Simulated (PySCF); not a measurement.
The dipole of `C[SiH2][C@@H]1CC[C@H](C)[SiH2]1` from its density and from atomic charges.

Coordinates (GFN2-xTB, Å) and charges (e) from the PBE0/pcSseg-1 density (PySCF):

```json
{"atom": "C1", "x": "-3.219", "y": "0.851", "z": "0.756", "Mulliken": "-0.6261", "IAO": "-0.7148", "Hirshfeld": "-0.2140", "ESP-fitted": "-0.6939"}
{"atom": "Si2", "x": "-2.108", "y": "-0.561", "z": "0.153", "Mulliken": "+0.6553", "IAO": "+0.7593", "Hirshfeld": "+0.3347", "ESP-fitted": "+0.6080"}
{"atom": "C3", "x": "-0.799", "y": "0.153", "z": "-1.033", "Mulliken": "-0.8190", "IAO": "-0.6533", "Hirshfeld": "-0.1965", "ESP-fitted": "-0.2160"}
{"atom": "C4", "x": "0.084", "y": "-0.941", "z": "-1.655", "Mulliken": "-0.1592", "IAO": "-0.2432", "Hirshfeld": "-0.0702", "ESP-fitted": "-0.3292"}
{"atom": "C5", "x": "1.270", "y": "-1.194", "z": "-0.732", "Mulliken": "-0.1779", "IAO": "-0.2504", "Hirshfeld": "-0.0715", "ESP-fitted": "-0.0837"}
{"atom": "C6", "x": "1.934", "y": "0.153", "z": "-0.427", "Mulliken": "-0.6108", "IAO": "-0.3640", "Hirshfeld": "-0.1059", "ESP-fitted": "+0.1570"}
{"atom": "C7", "x": "2.887", "y": "0.069", "z": "0.757", "Mulliken": "-0.1955", "IAO": "-0.4085", "Hirshfeld": "-0.1205", "ESP-fitted": "-0.5476"}
{"atom": "Si8", "x": "0.454", "y": "1.341", "z": "-0.217", "Mulliken": "+0.7186", "IAO": "+0.7191", "Hirshfeld": "+0.3307", "ESP-fitted": "+0.3129"}
{"atom": "H9", "x": "-2.635", "y": "1.644", "z": "1.214", "Mulliken": "+0.1410", "IAO": "+0.1536", "Hirshfeld": "+0.0394", "ESP-fitted": "+0.1617"}
{"atom": "H10", "x": "-3.783", "y": "1.290", "z": "-0.061", "Mulliken": "+0.1366", "IAO": "+0.1538", "Hirshfeld": "+0.0413", "ESP-fitted": "+0.1624"}
{"atom": "H11", "x": "-3.933", "y": "0.496", "z": "1.493", "Mulliken": "+0.1395", "IAO": "+0.1570", "Hirshfeld": "+0.0419", "ESP-fitted": "+0.1723"}
{"atom": "H12", "x": "-1.487", "y": "-1.222", "z": "1.311", "Mulliken": "-0.0782", "IAO": "-0.1345", "Hirshfeld": "-0.0844", "ESP-fitted": "-0.1442"}
{"atom": "H13", "x": "-2.919", "y": "-1.560", "z": "-0.564", "Mulliken": "-0.0843", "IAO": "-0.1315", "Hirshfeld": "-0.0868", "ESP-fitted": "-0.1585"}
{"atom": "H14", "x": "-1.341", "y": "0.665", "z": "-1.831", "Mulliken": "+0.1663", "IAO": "+0.1530", "Hirshfeld": "+0.0353", "ESP-fitted": "+0.0880"}
{"atom": "H15", "x": "0.462", "y": "-0.601", "z": "-2.624", "Mulliken": "+0.1169", "IAO": "+0.1286", "Hirshfeld": "+0.0362", "ESP-fitted": "+0.1058"}
{"atom": "H16", "x": "-0.478", "y": "-1.862", "z": "-1.826", "Mulliken": "+0.1250", "IAO": "+0.1298", "Hirshfeld": "+0.0351", "ESP-fitted": "+0.0991"}
{"atom": "H17", "x": "1.978", "y": "-1.893", "z": "-1.184", "Mulliken": "+0.1234", "IAO": "+0.1329", "Hirshfeld": "+0.0381", "ESP-fitted": "+0.0563"}
{"atom": "H18", "x": "0.909", "y": "-1.639", "z": "0.199", "Mulliken": "+0.1176", "IAO": "+0.1241", "Hirshfeld": "+0.0333", "ESP-fitted": "+0.0496"}
{"atom": "H19", "x": "2.515", "y": "0.449", "z": "-1.307", "Mulliken": "+0.1388", "IAO": "+0.1347", "Hirshfeld": "+0.0336", "ESP-fitted": "+0.0181"}
{"atom": "H20", "x": "3.666", "y": "-0.673", "z": "0.576", "Mulliken": "+0.1100", "IAO": "+0.1347", "Hirshfeld": "+0.0369", "ESP-fitted": "+0.1279"}
{"atom": "H21", "x": "3.366", "y": "1.030", "z": "0.932", "Mulliken": "+0.1154", "IAO": "+0.1368", "Hirshfeld": "+0.0383", "ESP-fitted": "+0.1360"}
{"atom": "H22", "x": "2.352", "y": "-0.215", "z": "1.661", "Mulliken": "+0.1085", "IAO": "+0.1338", "Hirshfeld": "+0.0365", "ESP-fitted": "+0.1304"}
{"atom": "H23", "x": "0.182", "y": "1.634", "z": "1.194", "Mulliken": "-0.0828", "IAO": "-0.1291", "Hirshfeld": "-0.0789", "ESP-fitted": "-0.0941"}
{"atom": "H24", "x": "0.632", "y": "2.604", "z": "-0.943", "Mulliken": "-0.0790", "IAO": "-0.1218", "Hirshfeld": "-0.0829", "ESP-fitted": "-0.1183"}
```

Question: What dipole does each set of charges give (1 e·Å = 4.803 D), and what does the density give?

Answer: The full density gives (0.20, 0.16, -0.46) D, 0.53 D in size; dipole vectors point from the negative to the positive end.

```json
{"scheme": "Mulliken", "μx": "0.04", "μy": "0.10", "μz": "1.55", "size (D)": "1.55", "share of the full size (%)": "295", "angle to the full dipole (°)": "147"}
{"scheme": "IAO", "μx": "-0.09", "μy": "0.26", "μz": "0.29", "size (D)": "0.40", "share of the full size (%)": "75", "angle to the full dipole (°)": "121"}
{"scheme": "Hirshfeld", "μx": "0.10", "μy": "0.17", "μz": "-0.07", "size (D)": "0.21", "share of the full size (%)": "40", "angle to the full dipole (°)": "42"}
{"scheme": "ESP-fitted", "μx": "0.20", "μy": "0.14", "μz": "-0.44", "size (D)": "0.51", "share of the full size (%)": "96", "angle to the full dipole (°)": "1"}
```

Question: Which set comes closest?

Answer: Length of the difference vector: ESP-fitted 0.02 D, Hirshfeld 0.40 D, IAO 0.81 D, Mulliken 2.01 D. Closest: ESP-fitted. ESP charges are fitted to the potential around the molecule, whose slowest-falling term is the dipole's. The schemes that divide the density aren't constrained to reproduce the dipole.

Question: What is left for the Hirshfeld atoms' own dipoles?

Answer: The shares of the density sum to the whole, so what Σ q r misses lies in dipoles about the nuclei. The atomic dipoles sum to (0.20, 0.16, -0.46) − (0.10, 0.17, -0.07) = (0.10, -0.01, -0.39) D, 0.40 D in size.

Question: With the origin at the mean of the coordinates, (0.000, 0.001, -0.173) Å, which are the largest single terms, by size, of the ESP-fitted dipole along the direction of the full one?

Answer: C1 +5.97, Si2 -3.71, H11 -2.33, C4 -1.63, H12 +1.55 D; all 24 atoms together +0.51 D. The single terms depend on the origin, their sum doesn't.

Question: Give the size of the full dipole in other units.

Answer: 0.53 D = 0.207 au = 0.109 e·Å = 1.75 × 10⁻³⁰ C·m.

The structure is a single GFN2-xTB conformer in the gas phase; no vibrational or solvent corrections.
